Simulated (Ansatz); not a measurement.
Harmonic frequencies (cm⁻¹) at PBE0-D4/def2-TZVP from Ansatz: 141, 163, 235, 264, 496, 608, 690, 755, 828, 870, 911, 1270, 1440, 1445, 2224, 3056, 3143, 3154.

Task: Which molecule is it?
A. `C[O][Ga][Br]`•
B. `[CH2][SiH2]O`•
C. `CC[Te]`•
D. `C[SiH](F)[S]`•

Result: D.
